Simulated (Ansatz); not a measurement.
Reaction (homolysis of the F–Si bond): `O[SiH2]O[SiH2]F` → F• + `O[SiH2]O[SiH2]`•

Isolated molecules relaxed with PBE0-D4/def2-TZVP in Ansatz; ΔE leaves out vibrations. CCSD(T)/CBS is the MP2 limit (def2-TZVPP, def2-QZVPP) plus CCSD(T) − MP2 in def2-TZVPP, frozen cores. This one scheme is used for every species, atoms too. DFT in def2-TZVPP. B3LYP here is the variant with VWN-RPA as its local correlation; programs differ in this. No spin–orbit coupling; open shells (•) take unrestricted orbitals. Spin–orbit coupling would lower the free atoms: a little for F. Each species was taken in one conformer, which may not be the lowest.

```tsv
level	ΔE (kcal/mol)
B3LYP-D4	156.4
HF/def2-TZVPP	123.2
CCSD(T)/def2-TZVPP	158.1
MP2/CBS(def2)	171.0
```

Question: What does CCSD(T)/CBS give? (Estimate.)

Answer: The calculation gave: +163.2 kcal/mol. The listed levels differ from it by -6.8, -40.0, -5.1, 7.8 kcal/mol.

Largest T1 diagnostic among the species: 0.014.

From PBE to PBE0 (25 % exact exchange), in def2-TZVPP and without D4, ΔE moves by −3.3 kcal/mol: exact exchange takes away binding that semilocal exchange gives to molecules. At CCSD(T), def2-SVP lies −15.2 kcal/mol from the extrapolated value and def2-TZVPP −5.1 kcal/mol: correlation converges slowly with the basis, and small sets miss more of it in the bonded molecule than in its fragments. Leaving LDA and LC-ωPBE aside and taking each functional with its dispersion term where it has one, the values, not all of them listed here, spread over 9.3 kcal/mol, from revPBE-D4 to ωB97M-V. LDA lies +21.5 kcal/mol from PBE without D4, its usual overbinding.

CCSD(T)/CBS has its own doubt, a few kJ/mol and more with outer-core shells, so smaller differences from it don't rank the levels.
